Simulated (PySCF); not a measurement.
**Computed spin Hamiltonian**

C7H13 (doublet state).
SMILES with atom numbers: `[CH3:1][C:2]1[CH2:3][CH2:4][CH2:5][C@@H:6]1[CH3:7]` (hydrogens: H8, H9, H10 on C1; H11, H12 on C3; H13, H14 on C4; H15, H16 on C5; H17 on C6; H18, H19, H20 on C7)

Geometry (GFN2-xTB, Å), atoms numbered from 1 in this order:
```xyz
20
C7H13 angstrom
C     -0.657    1.810   -1.054
C     -0.486    0.497   -0.395
C     -1.603   -0.327    0.137
C     -0.970   -1.705    0.349
C      0.486   -1.383    0.686
C      0.829   -0.183   -0.211
C      1.917    0.715    0.388
H     -0.139    2.606   -0.509
H     -0.240    1.806   -2.067
H     -1.711    2.072   -1.115
H     -2.463   -0.355   -0.539
H     -1.969    0.073    1.095
H     -1.461   -2.282    1.131
H     -1.015   -2.276   -0.581
H      1.150   -2.231    0.524
H      0.563   -1.081    1.732
H      1.207   -0.549   -1.181
H      1.575    1.150    1.324
H      2.166    1.520   -0.299
H      2.816    0.135    0.582
```

The hyperfine couplings belong to this conformer and change with its torsions.

The calculation used UKS B3LYP, pcH-1 on C H, non-relativistic, mean-field spin-orbit, GIAO (PySCF 2.14.0). One conformer (not necessarily the lowest) at the GFN2-xTB geometry, without solvent, vibrations or thermal averaging. GFN2-xTB frequencies show an imaginary mode (37i cm⁻¹), so this geometry is no minimum at that level. A GFN2-xTB geometry isn't a minimum of the functional, and hyperfine couplings can be far from their values at a DFT geometry. No stability test was run, so a lower SCF solution isn't excluded.

- g1, g2, g3: 2.00218, 2.00282, 2.00286
- g_iso: 2.00262
- Form of g: close to axial: the two nearest values differ by 6 % of g3 − g1
- ⟨S²⟩: 0.7542 (exact 0.7500)
- α and β electrons: 28, 27
- HOMO–LUMO gap, α and β orbitals: 5.63, 7.67 eV
- Total energy: -274.55505 Eh

Isotropic coupling and dipolar principal values T1 to T3, in 10⁻⁴ cm⁻¹; ρ(0) is the spin density at the nucleus (1 × 10⁻⁴ cm⁻¹ = 2.998 MHz):

```csv
atom,isotope,a_iso,T1,T2,T3,Mulliken spin population,ρ(0) (bohr⁻³)
C1,13C,-11.1,-0.6,-0.1,0.8,-0.08,-0.0296
C2,13C,30.5,-26.8,-26.6,53.4,0.97,0.0812
C3,13C,-11.5,-0.6,0.0,0.6,-0.09,-0.0308
C4,13C,1.6,-0.4,-0.3,0.7,0.01,0.0044
C5,13C,0.5,-0.4,-0.2,0.6,0.00,0.0013
C6,13C,-10.5,-0.5,-0.2,0.7,-0.08,-0.0281
C7,13C,14.4,-1.1,-1.0,2.1,0.02,0.0384
H8,1H,34.8,-1.6,-1.3,2.9,0.04,0.0233
H9,1H,32.7,-1.5,-1.3,2.9,0.05,0.0219
H10,1H,1.1,-1.6,-1.2,2.9,0.00,0.0007
H11,1H,23.7,-1.4,-1.3,2.7,0.03,0.0159
H12,1H,46.2,-1.7,-1.2,2.9,0.06,0.0310
H13,1H,0.0,-0.6,-0.5,1.1,0.00,0.0000
H14,1H,-0.7,-1.0,-0.8,1.8,0.00,-0.0004
H15,1H,-0.3,-0.6,-0.5,1.1,0.00,-0.0002
H16,1H,-0.5,-1.0,-0.8,1.7,0.00,-0.0003
H17,1H,38.1,-1.6,-1.3,3.0,0.06,0.0256
H18,1H,-0.8,-1.5,-0.7,2.2,0.00,-0.0006
H19,1H,-0.8,-1.1,-0.7,1.8,0.00,-0.0005
H20,1H,0.9,-0.8,-0.6,1.4,0.00,0.0006
```

The largest Mulliken spin populations are on C2 (+0.97), C3 (-0.09), C1 (-0.08) and C6 (-0.08). C2 is the only atom above +0.15. The angles at C2 add up to 360.0°, so it is planar.

Under fast tumbling the dipolar parts average out, and these isotropic splittings remain: 1 × 1H (H12, I = 1/2, 2 lines) with 4.94 mT, 1 × 1H (H17, I = 1/2, 2 lines) with 4.08 mT, 1 × 1H (H11, I = 1/2, 2 lines) with 2.54 mT, 3 × 1H (H8/H9/H10, I = 1/2, 4 lines) with 2.45 mT, 1 × 1H (H14, I = 1/2, 2 lines) with 0.07 mT and 1 × 1H (H16, I = 1/2, 2 lines) with 0.06 mT.

Class means assume fast exchange of nuclei equivalent by connectivity; if that motion is slow, each nucleus keeps its own coupling. The three 1H nuclei of mean +68.6 MHz run from 3.3 to 104.3 MHz in the frozen geometry.

The 13C coupling of C2 (91.3 MHz) shows only in satellite lines or after enrichment, since that isotope makes up about 1.07 % of natural carbon.

β density exceeds α density at some nuclei, such as C3 (-0.0308), C1 (-0.0296) and C6 (-0.0281), spin density in bohr⁻³. In a single determinant that takes different orbitals for the two spins, that is spin polarisation.

The run took 2.8 min of wall time (grids of density and orbitals included) on one thread, Intel Xeon at 2.50 GHz (x86_64), shared host with 64 logical CPUs at a one-minute load of 62, and the process peaked at 1.0 GiB of memory.
